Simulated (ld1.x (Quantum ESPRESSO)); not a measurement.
## Logarithmic derivatives: Mo, TM

ld1.x (Quantum ESPRESSO) 7.5 input, shortened:

```
&input
   title='Mo', zed=42., rel=1, dft='PBE', iswitch=3,
   config='[Kr] 4d5 5s0 5p1'
 /
 &inputp
   pseudotype=2, tm=.true., lloc=2,
   nlcc=.false.
 /
3
5S  1  0   0.00   0.00  2.80  2.80  0.0
4P  2  1   6.00   0.00  1.15  1.15  0.0
4D  3  2   5.00   0.00  2.15  2.15  0.0
 &test
   configts(1)='4p6 4d5 5s0 5p1'
 /
```

Occupied shells without a wave of their own: 5p. They enter only through the test configuration that unscreens the potential.

The phase is arctan(r·u′/u) with u = r·R(r), unwrapped; energies in Ry, scanned from -5 to 5 Ry. A pole is an energy at which the radial function vanishes at the test radius. The pseudo phase is shifted by a multiple of π to meet the all-electron one at the reference energy, and phase errors are pseudo minus all-electron; the curves can meet again beyond the range given. Levels narrower than the energy grid can be missing from the lists of poles. n/a: not evaluated, since a narrow level or a reset projector energy made the automatic matching unsafe.

| channel | radius (bohr) | reference energy (Ry) | poles, all-electron | poles, pseudo | unbroken range about the reference energy with phases within 0.05 rad | phase error 1 Ry above the reference energy (rad) |
| --- | --- | --- | --- | --- | --- | --- |
| s | 3.06 | -0.37 | 1.23 | -4.90, 1.10, 4.58 | n/a | n/a |
| p | 3.06 | -2.93 | -2.90, 2.20 | -2.90, 2.21 | below 4.6 | +0.000 |
| d | 3.06 | -0.37 | -0.11, 4.06 | -0.11, 4.16 | below 1.5 | +0.003 |

Note: ghost state, extra bound levels that the all-electron valence spectrum of the same l lacks: s at -66.9 eV. A true bound ghost makes a file unfit for plane-wave use.

Phases in the p channel:

```tsv
E (Ry)	all-electron	pseudo
-5.00	1.415	1.415
-4.48	1.403	1.403
-3.96	1.389	1.389
-3.44	1.364	1.364
-2.92	-1.479	-1.479
-2.40	-1.780	-1.780
-1.88	-1.823	-1.823
-1.36	-1.881	-1.880
-0.84	-1.982	-1.981
-0.32	-2.230	-2.225
0.20	-3.164	-3.140
0.72	-4.242	-4.232
1.24	-4.534	-4.530
1.76	-4.651	-4.650
2.28	-4.722	-4.721
2.80	-4.777	-4.777
3.32	-4.833	-4.835
3.84	-4.906	-4.912
4.36	-5.036	-5.058
4.88	-5.413	-5.533
```
